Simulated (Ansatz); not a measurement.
Cartesian coordinates (Å):
```xyz
4

N     -0.6512    -0.1923    -0.2082
C      0.4899     0.0262     0.1178
O      1.6203     0.1916     0.3103
H     -1.4648    -0.0347     0.3606
```
Charge 0, multiplicity 1.

All values below come from frozen-core CCSD(T)/cc-pVTZ // M06-2X/def2-TZVP (Ansatz, an electronic-structure program).

```yaml
HF energy: -167.83007 Ha
MP2 correlation energy: -0.57621 Ha
```

Task: Estimate the CCSD correlation energy, the (T) correction, the total energy and the T1 diagnostic.

Result: 
```json
{
  "CCSD correlation energy": "-0.57362 Ha",
  "(T) correction": "-0.02844 Ha",
  "CCSD(T) total energy": "-168.43213 Ha",
  "T1 diagnostic": "0.018"
}
```
